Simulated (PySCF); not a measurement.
SMILES O[Si](O)(O)N[SiH](F)F at its PBE0/def2-SVP optimised geometry (Å):

```
13

Si    -1.4012    -2.1117    -1.4475
F     -0.4755    -3.4290    -1.3425
F     -2.3308    -2.1896    -0.1145
N     -0.5049    -0.6692    -1.3985
Si     0.2635     0.0185     0.0000
O     -0.1905     1.6004     0.0000
O      1.9117     0.0185     0.0000
O     -0.2041    -0.8979     1.2868
H     -2.2455    -2.2191    -2.6508
H     -0.4886    -0.1091    -2.2467
H      0.3808     2.1896     0.5021
H      2.3308    -0.7962     0.2925
H     -1.1210    -1.1974     1.3042
```

Level of theory: PBE0/def2-TZVP run with PySCF.

Map of the HOMO amplitude (bohr^(-3/2)) on the plane z = 0.8 Å; orbital energy -8.62 eV, overall sign arbitrary:

```
|222222222222222222222222222|
|222222222222222222222222222|
|222222222222222222222222222|
|222222222222222222222222222|
|222222233322222222222233322|
|222222333332221222223333332|
|222222333332210122233333333|
|222222333332200022333333333|
|222222233332100123333333333|
|222222223332211223444333333|
|222222222332222234555433333|
|222222222233333345776543333|
|222222222233334456997543333|
|222222222334444446998543333|
|222222222345554334676543333|
|222233333345642223444433333|
|222333333344311122333333333|
|222333333333101122233333333|
|222223333332111222223333333|
|222222223322222222222333333|
|222222122222222222222333332|
|222222122222222222222333322|
|222222222222222222222332222|
|222222222222333222222222222|
|222222222233333333332222222|
|222222222233333333332222222|
|222222222333333333322222222|
```
Scale: ten equal steps from -0.029 (start of '0') to 0.067 (end of '9'), in the order '0123456789'; x runs from -4.50 to 4.50, y from -4.50 (bottom) to 4.50 (top).
